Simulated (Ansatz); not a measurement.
B(NH2tBu)H3 (C4H14BN). Charge 0, multiplicity 1. Geometry PBE-D4/def2-SVP; atoms count from 1.

```xyz
20

B    -1.223   -1.092    1.565
C     0.272    0.243   -0.333
C     1.456    1.222   -0.367
C     0.628   -1.057   -1.063
C    -0.979    0.888   -0.937
N    -0.010   -0.086    1.120
H    -0.169    0.804    1.618
H     0.857   -0.468    1.529
H     1.220    2.162    0.176
H     1.706    1.494   -1.411
H     2.365    0.775    0.088
H     1.520   -1.541   -0.613
H    -0.209   -1.777   -1.018
H     0.861   -0.838   -2.123
H    -1.840    0.196   -0.896
H    -1.258    1.814   -0.393
H    -0.785    1.161   -1.993
H    -1.130   -1.126    2.796
H    -1.003   -2.191    1.056
H    -2.282   -0.584    1.197
```

Another isomer (singlet) lies 0.65 eV lower at PBE0-D4/def2-TZVP; other spin states weren't run for this one.

(1) Estimate the Mulliken populations from the PBE0/def2-TZVP orbitals of Ansatz.

(2) And the Mayer bond orders between bonded heavy atoms (over 0.3)?

Answers

(1) 
```
atom  charge (e)
  B1       -0.35
  C2        0.05
  C3       -0.36
  C4       -0.39
  C5       -0.39
  N6       -0.20
  H7        0.26
  H8        0.26
  H9        0.13
 H10        0.13
 H11        0.13
 H12        0.12
 H13        0.18
 H14        0.13
 H15        0.18
 H16        0.12
 H17        0.12
 H18       -0.04
 H19       -0.04
 H20       -0.04
```
Mulliken values and Mayer orders depend strongly on the basis.

(2) B1–N6 0.71 (1.64 Å); C2–C3 1.01 (1.54 Å); C2–C4 1.01 (1.53 Å); C2–C5 1.00 (1.53 Å); C2–N6 0.88 (1.52 Å).
